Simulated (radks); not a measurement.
The numbers below are computed, except where a source is named.
Q: These are the eigenvalues of the occupied orbitals of an atom or ion with whole-number occupations (hartree). Code: a radial shooting solver on a logarithmic mesh with Libxc functionals. Model: scalar-relativistic Kohn-Sham, PBE, spin-polarised, spherical densities, finite nucleus; Fermi nuclear charge, rms radius of each element as measured or else 0.836 A^(1/3) + 0.57 fm.

orbital  eigenvalue
1s down   -3057.073
1s up     -3057.073
2s up     -543.4119
2s down   -543.4051
2p up     -469.0244
2p down   -469.0188
3s up     -130.3918
3s down   -130.3892
3p up     -108.8873
3p down   -108.8844
3d up     -86.21885
3d down   -86.21386
4s up     -30.13597
4s down   -30.12941
4p up     -23.08164
4p down   -23.07557
4d up     -14.69895
4d down   -14.69190
5s up      -6.21516
5s down    -6.17203
4f up      -5.40585
4f down    -5.39617
5p up      -4.30403
5p down    -4.25168
5d up      -2.12959
5d down    -2.07217

Which element is it, and in what charge state? The configuration may be excited. Open shells, if any, are filled with parallel spins first.

A: Z = 80, mercury, charge +4: Hg4+ in [Xe] 4f14 5d8. The list shows which subshells hold electrons but not how many an open one holds; the 1s level, -3057.1 hartree, gives Z - s = 78.2 by -(Z - s)^2/2, which with screening and relativity narrows Z to a few neighbours, and the depths of the outer levels then fix element, charge and occupations together.
